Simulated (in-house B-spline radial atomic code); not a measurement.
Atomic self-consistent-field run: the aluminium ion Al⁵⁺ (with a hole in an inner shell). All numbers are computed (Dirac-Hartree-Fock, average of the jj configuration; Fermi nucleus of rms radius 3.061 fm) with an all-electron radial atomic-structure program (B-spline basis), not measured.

In the input, a minus or plus after the letter marks the j = l - 1/2 or j = l + 1/2 subshell.

Command:
```bash
python run_scf.py task.json out
```
Settings (nuclear radius in fm, mass in u):
```
Z                13
configuration    1s1 2s2 2p-2 2p+3
hamiltonian      dirac
method           hf
spin_polarised   False
nucleus          fermi
rms_radius       3.061
atomic_mass      26.98154
speed_of_light   137.035999084
```

Output (hartree, bohr):
```
 radial grid: 65 intervals, B-splines of order 8, outer radius 7.0175 bohr

 iter        energy (Eh)    residual
    1       -167.5183389    7.19e-01
    2       -174.9614243    2.07e-01
    3       -175.2000333    8.46e-02
    4       -175.2420368    3.46e-02
    5       -175.2506724    6.09e-03
    6       -175.2509246    1.33e-04
    7       -175.2509248    1.06e-05
    8       -175.2509248    1.44e-06
    9       -175.2509248    5.02e-08

 total energy                     -175.250925
 kinetic                            175.90838
 electron-nucleus                  -401.76630
 electron-electron                   50.60700

 first-order corrections (not in the total)
   Gaunt                            0.01319
   retardation                     -0.00172
   frequency dependence            -0.00001
   self-energy                      0.01673
   Uehling                         -0.00100
   Wichmann-Kroll                   0.00000
   recoil                           0.00316

 orbital      occ     eigenvalue          <r>       <r^2>       <1/r>     <1/r^2>       r_max    small
 1s1/2      1.000      -68.13724     0.117974   0.0189022     12.8686     334.976     0.07705  2.19e-03
 2s1/2      2.000       -9.05775     0.562978    0.375965     2.65574     30.0013      0.4641  3.73e-04
 2p1/2      2.000       -7.67654     0.508651    0.320291     2.55061     9.08562      0.3809  3.46e-04
 2p3/2      3.000       -7.67938     0.509752    0.321436     2.54128     8.97152      0.3822  3.45e-04
```

Cost of the run: 0.63 s on 1 thread of Intel(R) Xeon(R) Platinum 8259CL CPU @ 2.50GHz (shared host).

For the Dirac Hamiltonian the kinetic term is c α·p + (β - 1)c².
